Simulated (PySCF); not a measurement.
Computed shifts of a molecule C₄H₉NSi, PBE0/pcSseg-1 (PySCF), GIAO, gas phase, atoms alike by connectivity averaged where their shifts nearly agree, in ppm (number of nuclei): ¹³C: 165.3 (1), 131.0 (1), 69.9 (1), 29.2 (1). ²⁹Si: -23.4 (1). ¹⁵N: 38.9 (1). ¹H: 6.18 (1), 6.04 (1), 6.02 (2), 4.84 (1), 1.53 (3), 0.59 (1). References: ¹³C against TMS (σ = 186.3 ppm); ²⁹Si against TMS (σ = 352.7 ppm); ¹⁵N against NH3 (σ = 267.4 ppm); ¹H against TMS (σ = 31.56 ppm), references at their B3LYP-D3(BJ)/def2-TZVP geometries, non-relativistic. Geometry: PBE0-D3(BJ)/def2-SVP. One conformer was computed; it need not be the lowest.

Q: Identify the compound among the candidates.
(A) C[Si@@H]1C=C[C@@H]1N
(B) C=C1[SiH2]N[C@H]1C
(C) C#C[C@@](C)(N)[SiH3]
(D) [SiH3]N[C@H]1C=CC1

A: B, C=C1[SiH2]N[C@H]1C
